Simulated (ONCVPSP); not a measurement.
Potentials for germanium (Ge) compared

Generated with ld1.x 7.5 (TM, RRKJ, ultrasoft, PAW), atompaw 4.2 or ONCVPSP 4.0.1. The cutoff is in Ry: for ld1.x and atompaw files where the sum of valence levels is converged to 10 mRy in a Bessel basis, for ONCV files where the hardest occupied wave has 1 mHa per electron of residual kinetic energy. The error is the largest all-electron minus pseudo excitation energy over each file’s own four to seven test configurations (ionisations up to +4, promotions, holes and added fractions of an electron), all of which were solved. The labels leave out finer settings (local radius, basis sizes, second energies), which also bear on the numbers. Spin-polarised tests are not counted. The rows are a selection from randomly drawn settings: files with unsolved tests, undetermined cutoffs or missed reference levels are left out.

A true bound ghost makes a file unfit for plane-wave use even where its test errors are small: the radial tests pick states by their node count and pass the ghost by.

| potential | cutoff (Ry) | largest error (meV) | bound ghosts |
| --- | --- | --- | --- |
| ONCV, PBEsol, scalar-relativistic, rc 1.95/2.10 (sp), local smoothed, core correction no, reference 4s2 4p2, qcut 4.2/4.6, projectors 1/2 | 15 | -22 | none |
| ONCV, PW91, scalar-relativistic, rc 1.90/1.70/1.30 (spd), local d, core correction yes, reference 3d10 4s2 4p2, qcut 3.4/4.3/13.2, projectors 2/2/0 | 133 | -343 | s |
| ONCV, LDA (Perdew-Wang 92), scalar-relativistic, rc 0.85/1.15/1.00 (spd), local smoothed, core correction yes, reference 3s2 3p6 3d10 4s1.5 4p2.5, qcut 13.2/14.1/13.1, projectors 2/2/2 | 159 | -131 | none |
| ONCV, PBE, scalar-relativistic, rc 1.10/1.25/1.00 (spd), local smoothed, core correction yes, reference 3s2 3p6 3d10 4s2 4p1, qcut 12.9/8.6/17.5, projectors 2/2/2 | 223 | -6.5 | none |
| ONCV, LDA (Perdew-Zunger), fully relativistic, rc 1.60/2.00/1.65 (spd), local smoothed, core correction yes, reference 4s2 4p2, qcut 4.6/3.6/5.8, projectors 1/1/2 | 17 | -135 | none |
| ONCV, PBEsol, scalar-relativistic, rc 1.70/2.15 (sp), local smoothed, core correction yes, reference 4s2 4p1.5, qcut 3.5/3.2, projectors 1/1 | 43 | -42 | s |
| ONCV, Wu-Cohen, scalar-relativistic, rc 1.70/1.45/1.30/1.80 (spdf), local smoothed, core correction yes, reference 3d10 4s2 4p1, qcut 3.6/6.1/13.9/5.6, projectors 2/2/2/1 | 189 | -21 | p |

(1) Fill in the row for Ge: ONCV, PBE, scalar-relativistic, rc 0.90/1.35/0.85 (spd), local smoothed, core correction no, reference 3s2 3p6 3d10 4s2 4p2, qcut 13.7/9/15.6, projectors 2/2/2.

Results:

(1) cutoff 251 Ry, largest error -5.6 meV, bound ghosts: none.
